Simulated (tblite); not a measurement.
Start geometry of `COc1ccc(OC)nc1` from a force field or distance geometry (Å):
```
atom  x, y, z in Å
C1    -3.3383    0.7806    0.3857
O2    -2.6957   -0.3522   -0.1654
C3    -1.3177   -0.3518   -0.1211
C4    -0.7074   -1.4663   -0.6689
C5     0.6826   -1.5613   -0.6671
C6     1.4080   -0.5074   -0.1500
O7     2.7875   -0.6339   -0.1873
C8     3.4732    0.4867    0.3791
N9     0.8562    0.5978    0.3821
C10   -0.5086    0.6515    0.3836
H11   -3.0918    1.6875   -0.1736
H12   -4.4292    0.6237    0.2906
H13   -3.1262    0.8999    1.4619
H14   -1.3009   -2.2850   -1.0695
H15    1.1828   -2.4181   -1.0848
H16    3.2205    0.6076    1.4480
H17    4.5427    0.2918    0.3052
H18    3.2541    1.3919   -0.1886
H19   -0.9016    1.5663    0.8207
```

Problem. What comes out of this run: GFN2-xTB geometry optimisation, gas phase in tblite 0.8.0?

Solution. 
```
atom  x, y, z in Å
C1    -3.325    0.791    0.392
O2    -2.674   -0.334   -0.145
C3    -1.311   -0.355   -0.127
C4    -0.696   -1.492   -0.671
C5     0.674   -1.579   -0.686
C6     1.410   -0.512   -0.149
O7     2.754   -0.599   -0.163
C8     3.450    0.501    0.387
N9     0.837    0.560    0.363
C10   -0.489    0.641    0.376
H11   -3.061    1.704   -0.151
H12   -4.390    0.598    0.276
H13   -3.093    0.920    1.454
H14   -1.319   -2.279   -1.068
H15    1.191   -2.432   -1.093
H16    3.183    0.641    1.437
H17    4.507    0.264    0.293
H18    3.215    1.418   -0.157
H19   -0.873    1.552    0.812
```

The energy falls by 0.165 eV over 28 L-BFGS steps, the largest force on an atom goes from 1.87 to 0.009 eV/Å, and the atoms move by 0.036 Å rms after alignment. The bond that changes most is C6–O7 (aromatic carbon bearing oxygen to aryl ether oxygen), which shortens by 0.039 Å. Bonds longer at the end by more than 0.005 Å: 2 of 19; shorter: 12. Among the angles that change most is H16–C8–H18, from 111.5° to 108.6°. Rotational constants go from 3944, 745.7, 632.4 to 3930, 757.7, 640.4 MHz. The orientation of the end geometry is arbitrary; only internal coordinates are fixed.

Its GFN2-xTB frequencies are all real (lowest 79 cm⁻¹). The numbers are those of one conformer. 2 starts were optimised and ended at 0.00 and 0.41 kcal/mol (GFN2-xTB); the lowest of these is shown.

These are computed values.
